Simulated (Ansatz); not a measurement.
Gas-phase electronic energies from Ansatz, PBE0-D4/def2-TZVP geometries. CCSD(T)/CBS adds triple-zeta CCSD(T) − MP2 to the extrapolated MP2 energy (def2 sets, frozen cores). This one scheme is used for every species. Functionals use def2-TZVPP. No spin–orbit coupling; open shells (•) take unrestricted orbitals. For Ga outer-core shells are correlated without core-valence functions, which leaves a few kJ/mol of doubt a bond. Scalar relativity is left out up to krypton. One conformer a species, not always the lowest.

Consider the homolysis of the C–Ga bond: `[CH3][Ga]([OH])[OH]` → `[CH3]`• + `[OH][Ga][OH]`•.

`[CH3][Ga]([OH])[OH]`:

```xyz
9

C     1.225   -0.534    0.838
Ga   -0.285    0.120   -0.192
O    -1.945    0.102    0.479
O    -0.068    0.764   -1.849
H     0.883   -1.008    1.758
H     1.888    0.294    1.092
H     1.796   -1.254    0.252
H    -2.626    0.449   -0.100
H    -0.869    1.067   -2.279
```

`[CH3]`•:

Cartesian coordinates in Å:
```
C 0.000 0.000 0.000
H 0.317 -0.913 0.483
H -0.351 -0.023 -1.021
H 0.035 0.936 0.538
```

`[OH][Ga][OH]`•:

Z-matrix (Å, degrees):
```
O
Ga 1 1.804
H 1 0.960 2 114.9
O 2 1.795 1 114.9 3 180.0
H 4 0.963 2 111.1 1 0.0
```

| level | ΔE (kJ/mol) |
| --- | --- |
| BLYP-D4 | 310.5 |
| CAM-B3LYP-D4 | 329.3 |
| PBE0 | 324.3 |
| CCSD/def2-TZVPP | 331.2 |

Question: What does CCSD(T)/CBS give? (Best estimate.)

Answer: The calculation gave: +353.8 kJ/mol. The listed levels differ from it by -43.3, -24.5, -29.5, -22.6 kJ/mol.

Largest T1 diagnostic among the species: 0.017.

In def2-TZVPP, CCSD(T) changes the Hartree–Fock value by +111.0 kJ/mol (the triples alone add +7.4 kJ/mol) and MP2 by +122.2 kJ/mol; breaking electron pairs costs correlation energy, which Hartree–Fock lacks. From BLYP to BHLYP (50 % exact exchange), in def2-TZVPP and without D4, ΔE moves by +12.6 kJ/mol. At CCSD(T), def2-SVP lies −25.7 kJ/mol from the extrapolated value and def2-TZVPP −15.3 kJ/mol: correlation converges slowly with the basis, and small sets miss more of it in the bonded molecule than in its fragments.
